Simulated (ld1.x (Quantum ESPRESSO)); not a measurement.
# Before and after: TM potential for lead

Pb (Z = 82), norm-conserving Troullier–Martins (Kleinman–Bylander form), made with ld1.x (Quantum ESPRESSO) 7.5 (PBEsol, scalar-relativistic). Core [Xe] 4f14, reference 5d10 6s2 6p2. Waves: 6s (bound): rc 1.45 bohr; 6p (bound): rc 2.65 bohr; 5f channel at 0.25 Ry: rc 2.85 bohr; 5d (bound): rc 1.60 bohr. Local part: the d channel. Core correction: Bessel-smoothed model core inside 0.70 bohr.

Change: local potential the s channel.

Cutoffs: the cutoffs (Ry, on a coarse ladder) from which the occupation-weighted sum of valence levels, in a spherical-Bessel basis at the reference potential, stays within 10 and 1 mRy of its value at 400 Ry; they do not see the model core or the augmentation charge, which bear on the density cutoff. Errors are all-electron minus pseudo energies relative to the spin-unpolarised reference configuration.

Q: Predict the effect on cutoff, ghosts and configuration errors.

A: The potential gets neither clearly harder nor softer (90 Ry and 180 Ry → 90 Ry and 180 Ry); the bound ghost in f, p, s disappears; of the 7 tests that both files solve, the error grows in 0 and shrinks in 4 by more than 15 % and 0.3 meV (median size 23.8 → 9.7 meV); the range in which the s phases agree narrows (upper end 1.6 → 0.1); the range in which the d phases agree narrows (upper end at the end of the scan → 0.6). In the separable form a ghost depends on how the local part lies against the semilocal potential of the channel, so the choice of the local part can create or remove one.

| quantity | base | changed |
| --- | --- | --- |
| cutoff, loose | 90 Ry | 90 Ry |
| cutoff, tight | 180 Ry | 180 Ry |
| loose cutoff by channel (10 mRy a level) | s 40 Ry, p 6 Ry, d 45 Ry | p 8 Ry, d 45 Ry, s 40 Ry |
| bound ghosts | f, s, p | none |
| error for 5d10 6s2 6p1, meV [ΔE 6.60 eV] | -5.7 | -4.1 |
| error for 5d10 6s2 6p0, meV [ΔE 20.04 eV] | -24 | -20 |
| error for 5d10 6s1 6p0, meV [ΔE 52.52 eV] | -48 | -9.7 |
| error for 5d10 6s0 6p4, meV [ΔE 17.91 eV] | -74 | -65 |
| error for 5d10 6s0 6p0, meV [ΔE 95.24 eV] | -99 | -107 |
| error for 5d10 6s2 6p2.3, meV [ΔE -0.80 eV] | +0.3 | +0.4 |
| error for 5d10 6s2 6p1.5, meV [ΔE 2.50 eV] | -1.6 | -1.2 |
| s: phases at 3.12 bohr within 0.05 rad from the reference energy up to (Ry; the scan ends near 5) | 1.6 | 0.1 |
| p: phases at 3.12 bohr within 0.05 rad from the reference energy up to (Ry; the scan ends near 5) | n/a | 2.7 |
| d: phases at 3.12 bohr within 0.05 rad from the reference energy up to (Ry; the scan ends near 5) | to the end of the scan | 0.6 |
| f: phases at 3.12 bohr within 0.05 rad from the reference energy up to (Ry; the scan ends near 5) | 3.0 | 3.0 |

 A true bound ghost makes a file unfit for plane-wave use even where its test errors are small: the radial tests pick states by their node count and pass the ghost by.
